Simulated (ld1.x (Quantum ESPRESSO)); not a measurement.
## u(r) = r·R(r): atom against pseudo-atom (Mg)

Columns: radius, all-electron u(r) and pseudo u(r) of the 3p shell (level -1.34 eV) of magnesium in the configuration [Ne] 3s2 3p0; PBE, non-relativistic, PAW scheme, ld1.x (Quantum ESPRESSO) 7.5.

```csv
r (bohr),all-electron,pseudo
0.148,0.0787,-0.0033
0.295,0.1467,-0.0131
0.443,0.1586,-0.0291
0.590,0.1317,-0.0504
0.738,0.0842,-0.0765
0.885,0.0284,-0.1060
1.033,-0.0299,-0.1384
1.180,-0.0865,-0.1721
1.328,-0.1403,-0.2067
1.475,-0.1898,-0.2406
1.623,-0.2352,-0.2736
1.770,-0.2760,-0.3046
1.918,-0.3130,-0.3337
2.065,-0.3460,-0.3600
2.213,-0.3751,-0.3840
2.360,-0.4001,-0.4051
2.508,-0.4214,-0.4238
2.655,-0.4388,-0.4397
2.802,-0.4527,-0.4529
2.950,-0.4634,-0.4634
3.098,-0.4711,-0.4711
3.245,-0.4759,-0.4759
3.393,-0.4782,-0.4782
3.540,-0.4783,-0.4783
3.688,-0.4764,-0.4764
3.835,-0.4728,-0.4728
```

Problem. How many radial nodes do the two functions have?

Solution. The all-electron 3p function has n − l − 1 = 1; the pseudo-wave has 0, since the states of the same l below it are removed with the core.

Problem. At about which radius was the pseudo-wave matched?

Solution. 2.95 bohr. The columns agree to 0.0005 from 2.80 bohr on; several derivatives are matched, so the curves merge somewhat inside the radius.

Problem. Where does each function peak?

Solution. Outermost all-electron maximum near 3.54 bohr, pseudo maximum near 3.54 bohr (to the table’s step).

Problem. Is the pseudo-wave norm-conserving?

Solution. No, it belongs to a PAW set: the norm inside the radius is not constrained, and the difference is carried by the augmentation charge.
